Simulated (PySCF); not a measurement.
**IrCl₂⁺: bending curve**

These are results of UB3LYP/[Ir def2-SVP with ECP60, Cl def2-SVP], scalar-relativistic core potentials, density fitting, no spin–orbit coupling, PySCF, not measurements.

Rigid scan from the quintet minimum (Ir–Cl 2.217 Å (×2); Cl–Ir–Cl 180.0°). Coordinate: the Cl–Ir–Cl angle, bonds fixed. Energies in kJ/mol from the minimum.

```json
{"bond angle (°)": "80", "E (kJ/mol)": "144.5", "dipole size (D, about the centre of mass)": "1.20", "⟨S²⟩": "6.01"}
{"bond angle (°)": "90", "E (kJ/mol)": "90.3", "dipole size (D, about the centre of mass)": "1.07", "⟨S²⟩": "6.01"}
{"bond angle (°)": "100", "E (kJ/mol)": "59.0", "dipole size (D, about the centre of mass)": "0.95", "⟨S²⟩": "6.01"}
{"bond angle (°)": "110", "E (kJ/mol)": "39.2", "dipole size (D, about the centre of mass)": "0.85", "⟨S²⟩": "6.01"}
{"bond angle (°)": "120", "E (kJ/mol)": "25.6", "dipole size (D, about the centre of mass)": "0.77", "⟨S²⟩": "6.01"}
{"bond angle (°)": "130", "E (kJ/mol)": "15.7", "dipole size (D, about the centre of mass)": "0.70", "⟨S²⟩": "6.01"}
{"bond angle (°)": "140", "E (kJ/mol)": "8.6", "dipole size (D, about the centre of mass)": "0.61", "⟨S²⟩": "6.01"}
{"bond angle (°)": "150", "E (kJ/mol)": "3.9", "dipole size (D, about the centre of mass)": "0.51", "⟨S²⟩": "6.01"}
{"bond angle (°)": "160", "E (kJ/mol)": "1.3", "dipole size (D, about the centre of mass)": "0.38", "⟨S²⟩": "6.01"}
{"bond angle (°)": "170", "E (kJ/mol)": "0.2", "dipole size (D, about the centre of mass)": "0.20", "⟨S²⟩": "6.01"}
{"bond angle (°)": "180", "E (kJ/mol)": "0.0", "dipole size (D, about the centre of mass)": "0.00", "⟨S²⟩": "6.01"}
```

Open d and f shells are described by one determinant, and the ground state may have another occupation or spin. Spin–orbit coupling, left out here, can matter for elements this heavy.

Other isomers or separated fragments may lie lower.

The scan took 37 s on 2 threads of a shared Arm Neoverse V1 host; the process peaked at 0.69 GiB. Launch command: `OMP_NUM_THREADS=2 python axn.py task.json out`.
